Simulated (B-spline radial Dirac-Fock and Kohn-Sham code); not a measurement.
**Binding energies of W⁶⁹⁺ at several levels of theory**

System: tungsten as W⁶⁹⁺ in the configuration [He] 2s2 2p1.

The density-functional columns are spherical, spin-unpolarised Dirac-Kohn-Sham results without Breit or QED terms: −ε is minus the orbital energy of the initial state and ΔSCF the difference of two total energies. The reference in the last column comes from Dirac-Fock ΔSCF + Breit + QED. All numbers are from a radial B-spline solver, in eV; a selection of levels is shown. The Kohn-Sham columns are given as differences from the reference. For the 1s level of heavy atoms much of the gap between ΔSCF and the reference is the Breit and QED part, -304.8 eV here; for other levels the error of the functional can be larger.

```tsv
level	LDA −ε − DF	LDA ΔSCF − DF	Dirac-Fock
K	-308.4	+320.3	77746.0
L1	-103.3	+50.6	19028.8
L2,3	-170.8	+4.4	17850.0
```

Values without a named source are computed, but for edge energies of neutral atoms, which are taken from tables.
